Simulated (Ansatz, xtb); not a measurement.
## Relative energy of two structures of AlBeH2I

We compare a, `[AlH2][Be][I]`, a singlet, with b, a singlet given by its coordinates. Both are isolated molecules in the gas phase, relaxed with B3LYP-D3(BJ)/6-311G**.

a (Å):

```yaml
atoms:
  - { symbol: Al, position_ang: [-0.7115, -1.4440, 2.3876] }
  - { symbol: Be, position_ang: [0.8183, -1.1950, 0.6703] }
  - { symbol: I, position_ang: [2.2651, -0.9599, -0.9620] }
  - { symbol: H, position_ang: [-0.6319, -0.5808, 3.7232] }
  - { symbol: H, position_ang: [-1.9092, -2.4899, 2.3045] }
```

b (Å):

```xyz
5

Al    0.8376    0.3027    1.5956
Be   -0.9855   -0.4261   -0.4354
I     1.2877   -0.7360   -1.0505
H    -0.8797    0.0864    0.8971
H    -2.0854   -0.6665   -1.1462
```

Close contacts (Å): Al1–I3 2.88, Be2–I3 2.38, Al1–H4 1.87, Be2–H4 1.43, Be2–H5 1.33.

Q: Estimate which is lower in electronic energy at CCSD(T)/def2-TZVPP, and by roughly how much.

A: The CCSD(T)/def2-TZVPP calculation puts structure b lower, by 24.9 kJ/mol.

How the difference moves with the method:

| level | geometry | E(b) − E(a) (kJ/mol) | departure from the last row (kJ/mol) | job, with rough time for the two |
| --- | --- | --- | --- | --- |
| B3LYP-D3(BJ)/6-311G** | B3LYP-D3(BJ)/6-311G** | −39.4 | −14.6 | optimisation, 45 s |
| HF/def2-TZVPP | B3LYP-D3(BJ)/6-311G** | +7.0 | +31.9 | part of the CCSD(T) run |
| MP2/def2-TZVPP | B3LYP-D3(BJ)/6-311G** | −26.1 | −1.3 | part of the CCSD(T) run |
| CCSD(T)/def2-TZVPP | B3LYP-D3(BJ)/6-311G** | −24.9 |  | single point, 37 s |

HF/def2-TZVPP puts the two in the other order. The largest departure from CCSD(T)/def2-TZVPP is that of HF/def2-TZVPP, 31.9 kJ/mol. Levels run at GFN2-xTB geometries aren't shown.

With harmonic frequencies from B3LYP-D3(BJ)/6-311G** (ideal gas, rigid rotor, one conformer each, 298.15 K, 1 atm): the zero-point term adds +2.8 kJ/mol; ΔH is −23.2 and ΔG −22.9 kJ/mol.

The correlated steps freeze 9 core orbitals; the filled d shell of I is correlated; the last core shell of Be is correlated, in a basis made for valence electrons. Atoms past krypton carry core potentials in the def2 sets, other sets are all-electron and non-relativistic, and no spin–orbit term is included. Programs: Ansatz 0.2.0; the last row on 2 threads of Intel(R) Xeon(R) Processor @ 2.70GHz on a shared host.
